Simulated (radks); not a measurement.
Q: The mean radii <r> (bohr) of the occupied orbitals of an atom or ion are listed with their occupations. Method: Dirac Kohn-Sham, PBE, spin-unpolarised, spherical densities, point nucleus; computed with a radial shooting solver on a logarithmic mesh with Libxc functionals.

orbital  occ.      <r>
1s1/2       2  0.01658
2s1/2       2  0.06923
2p1/2       2  0.05692
2p3/2       4  0.06560
3s1/2       2   0.1801
3p1/2       2   0.1704
3p3/2       4   0.1863
3d3/2       4   0.1621
3d5/2       6   0.1670
4s1/2       2   0.3990
4p1/2       2   0.4011
4p3/2       4   0.4352
4d3/2       4   0.4424
4d5/2       6   0.4535
5s1/2       2   0.8958
4f5/2       6   0.4784
4f7/2       8   0.4850
5p1/2       2   0.9593
5p3/2       4    1.047
5d3/2       4    1.291
5d5/2       3    1.327
6d3/2       2    3.475

Name the element and its charge. Open shells, if any, fill j = l - 1/2 first.

A: Z = 80, mercury, charge +3: Hg3+ in [Xe] 4f14 5d7 6d2. The 1s radius gives Z: for a bare nucleus <r> = (2 gamma + 1)/(2Z) with gamma = sqrt(1 - (Z/c)^2), 0.0164 bohr for Z = 80, and screening makes it slightly larger (0.01658 here). The occupations add up to 77, and the charge is Z minus that.
